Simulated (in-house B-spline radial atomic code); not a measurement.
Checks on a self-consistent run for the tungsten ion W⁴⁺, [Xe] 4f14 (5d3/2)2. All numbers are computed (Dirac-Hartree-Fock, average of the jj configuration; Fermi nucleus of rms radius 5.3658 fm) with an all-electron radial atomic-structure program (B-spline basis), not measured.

```json
{"orbital": "1s1/2", "q": "2", "ε (Eh)": "-2572.87026", "<1/r>": "87.0373", "<r²>": "0.000463004", "small-component weight": "0.077877"}
{"orbital": "2s1/2", "q": "2", "ε (Eh)": "-450.40160", "<1/r>": "21.1965", "<r²>": "0.00705499", "small-component weight": "0.01767"}
{"orbital": "2p1/2", "q": "2", "ε (Eh)": "-429.82995", "<1/r>": "21.1177", "<r²>": "0.00505489", "small-component weight": "0.017693"}
{"orbital": "2p3/2", "q": "4", "ε (Eh)": "-380.01068", "<1/r>": "17.7599", "<r²>": "0.00625063", "small-component weight": "0.015982"}
{"orbital": "3s1/2", "q": "2", "ε (Eh)": "-107.22315", "<1/r>": "7.79492", "<r²>": "0.0459272", "small-component weight": "0.0058378"}
{"orbital": "3p1/2", "q": "2", "ε (Eh)": "-98.10058", "<1/r>": "7.69584", "<r²>": "0.0422725", "small-component weight": "0.0057648"}
{"orbital": "3p3/2", "q": "4", "ε (Eh)": "-87.16075", "<1/r>": "6.8327", "<r²>": "0.04878", "small-component weight": "0.0052832"}
{"orbital": "3d3/2", "q": "4", "ε (Eh)": "-72.01316", "<1/r>": "6.70678", "<r²>": "0.037957", "small-component weight": "0.0051391"}
{"orbital": "3d5/2", "q": "6", "ε (Eh)": "-69.65237", "<1/r>": "6.50209", "<r²>": "0.0397552", "small-component weight": "0.0050028"}
{"orbital": "4s1/2", "q": "2", "ε (Eh)": "-24.57646", "<1/r>": "3.2497", "<r²>": "0.228437", "small-component weight": "0.0018892"}
{"orbital": "4p1/2", "q": "2", "ε (Eh)": "-20.75786", "<1/r>": "3.13731", "<r²>": "0.236302", "small-component weight": "0.0017989"}
{"orbital": "4p3/2", "q": "4", "ε (Eh)": "-18.19130", "<1/r>": "2.85206", "<r²>": "0.269824", "small-component weight": "0.00163"}
{"orbital": "4d3/2", "q": "4", "ε (Eh)": "-11.91251", "<1/r>": "2.63204", "<r²>": "0.295781", "small-component weight": "0.0014308"}
{"orbital": "4d5/2", "q": "6", "ε (Eh)": "-11.41861", "<1/r>": "2.55893", "<r²>": "0.309115", "small-component weight": "0.0013795"}
{"orbital": "4f5/2", "q": "6", "ε (Eh)": "-3.48603", "<1/r>": "2.11397", "<r²>": "0.435717", "small-component weight": "0.0009892"}
{"orbital": "4f7/2", "q": "8", "ε (Eh)": "-3.39003", "<1/r>": "2.08983", "<r²>": "0.443265", "small-component weight": "0.00097211"}
{"orbital": "5s1/2", "q": "2", "ε (Eh)": "-5.01836", "<1/r>": "1.24361", "<r²>": "1.29413", "small-component weight": "0.00040555"}
{"orbital": "5p1/2", "q": "2", "ε (Eh)": "-3.80948", "<1/r>": "1.12594", "<r²>": "1.55169", "small-component weight": "0.0003408"}
{"orbital": "5p3/2", "q": "4", "ε (Eh)": "-3.33882", "<1/r>": "1.03693", "<r²>": "1.77251", "small-component weight": "0.00030149"}
{"orbital": "5d3/2", "q": "2", "ε (Eh)": "-1.84252", "<1/r>": "0.776694", "<r²>": "3.08901", "small-component weight": "0.00017512"}
```

Electron-electron repulsion V_ee = 5899.3725 hartree.

(1) What total energy follows from the eigenvalues?

(2) Does the Dirac virial theorem hold?

(3) What diamagnetic shielding (Lamb formula) and susceptibility (Langevin formula) do the radii give?

## Answers

(1) The eigenvalues count the repulsion twice, so E = Σqε - V_ee = -10253.832 - 5899.373 = -16153.204 hartree; the run printed -16153.204.

(2) For a point nucleus E = -2c²Σq·w, with w the small-component weight. Here Σq·w = 0.42998 and c = 137.0360, so the ratio E/(-2c²Σq·w) is 1.000262; the finite nucleus accounts for the departure from 1.

(3) σ = (α²/3)Σq<1/r> = 543.801/(3·137.036²) = 9652.7 ppm, and χ = -0.79199×10⁻⁶·Σq<r²> = -24.53×10⁻⁶ cm³/mol with Σq<r²> = 30.979 bohr². Both are non-relativistic formulas without the paramagnetism of open shells; for so heavy an element the full relativistic shielding is larger by tens of per cent.
